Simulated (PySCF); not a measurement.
**Radial density of Cu (copper, neutral)**

UHF, [Ar] 3d10 4s1, 2S determinant. Computed with PySCF 2.14 in cc-pVTZ-DK, with the spin-free X2C one-electron Hamiltonian (Gaussian nucleus).

```json
{"r (bohr)": "0.000925", "4πr²ρ (e/bohr)": "0.2728", "4πr²(ρα − ρβ)": "0.0001"}
{"r (bohr)": "0.00156", "4πr²ρ (e/bohr)": "0.6811", "4πr²(ρα − ρβ)": "0.0001"}
{"r (bohr)": "0.00262", "4πr²ρ (e/bohr)": "1.664", "4πr²(ρα − ρβ)": "0.0003"}
{"r (bohr)": "0.00440", "4πr²ρ (e/bohr)": "3.921", "4πr²(ρα − ρβ)": "0.0008"}
{"r (bohr)": "0.00740", "4πr²ρ (e/bohr)": "8.701", "4πr²(ρα − ρβ)": "0.0018"}
{"r (bohr)": "0.0125", "4πr²ρ (e/bohr)": "17.35", "4πr²(ρα − ρβ)": "0.0034"}
{"r (bohr)": "0.0209", "4πr²ρ (e/bohr)": "28.79", "4πr²(ρα − ρβ)": "0.0051"}
{"r (bohr)": "0.0352", "4πr²ρ (e/bohr)": "35.37", "4πr²(ρα − ρβ)": "0.0042"}
{"r (bohr)": "0.0593", "4πr²ρ (e/bohr)": "30.20", "4πr²(ρα − ρβ)": "-0.0007"}
{"r (bohr)": "0.0997", "4πr²ρ (e/bohr)": "30.28", "4πr²(ρα − ρβ)": "0.0016"}
{"r (bohr)": "0.168", "4πr²ρ (e/bohr)": "40.24", "4πr²(ρα − ρβ)": "0.0045"}
{"r (bohr)": "0.282", "4πr²ρ (e/bohr)": "23.59", "4πr²(ρα − ρβ)": "-0.0432"}
{"r (bohr)": "0.474", "4πr²ρ (e/bohr)": "20.08", "4πr²(ρα − ρβ)": "-0.0636"}
{"r (bohr)": "0.798", "4πr²ρ (e/bohr)": "18.79", "4πr²(ρα − ρβ)": "-0.0711"}
{"r (bohr)": "1.34", "4πr²ρ (e/bohr)": "5.358", "4πr²(ρα − ρβ)": "0.1165"}
{"r (bohr)": "2.26", "4πr²ρ (e/bohr)": "1.099", "4πr²(ρα − ρβ)": "0.3598"}
{"r (bohr)": "3.80", "4πr²ρ (e/bohr)": "0.2742", "4πr²(ρα − ρβ)": "0.2283"}
{"r (bohr)": "6.39", "4πr²ρ (e/bohr)": "0.02895", "4πr²(ρα − ρβ)": "0.0289"}
{"r (bohr)": "10.7", "4πr²ρ (e/bohr)": "0.0001971", "4πr²(ρα − ρβ)": "0.0002"}
```

Densities and radii are taken from the X2C orbitals without a picture-change correction, which distorts them close to the nucleus.

Where is the radial spin density 4πr²(ρα − ρβ) most negative, and why is it negative at all?

Around r = 0.798 bohr, down to -0.0711 e/bohr: exchange with the open shell polarises the paired shells in an unrestricted calculation.
